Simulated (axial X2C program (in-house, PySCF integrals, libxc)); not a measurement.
**Estimating the spin–orbit splitting of the π levels of YF**

Computed with an in-house relativistic program for diatomic molecules. Spin-free means the one-electron spin-free X2C Hamiltonian; two-component (2c) means X2C with spin–orbit coupling and atomic mean-field two-electron Coulomb and Gaunt terms, so the difference of the two also holds small scalar two-electron terms. Basis: Y dyall-cv3z [11s12p9d6f3g], F dyall-av3z [7s6p3d2f] (cores contracted in-house); Gaussian nuclei, density fitting, unrestricted open shells. Masses: Y 88.906 u, F 18.998 u.

Hartree–Fock at 1.923 Å, closed shell. Valence p splittings ε(p3/2) − ε(p1/2) of spherical Dirac–Hartree–Fock atoms with fractionally filled p shells: F 2p 0.072 eV.

```
filled π level (eV), spin-free  Y p share  F p share
                        -16.65     < 0.02       0.88
```

**Question.** In first order a p shell splits by 3ζ/2 and a π orbital by ζ. Estimate the splitting of each π level from the shares.

**Answer.** level -16.65 eV: (2/3) × (0.88 × 0.072) = 0.04 eV.

The two-component Hartree–Fock calculation gives:

```csv
ε(ω = 1/2) (eV),σ share of it,ε(ω = 3/2) (eV),splitting (eV),estimate (eV)
-16.671,0.01,-16.626,0.05,0.04
```

The estimate leaves out the mixing of π1/2 with σ1/2 levels, which pushes the ω = 1/2 spinor up or down, the d and f parts of the orbital, small shares of the strongly split outer-core p shell of a metal, the Gaunt term (absent from the atomic values), and the change of the atomic p orbitals with charge; Löwdin shares depend on the basis.
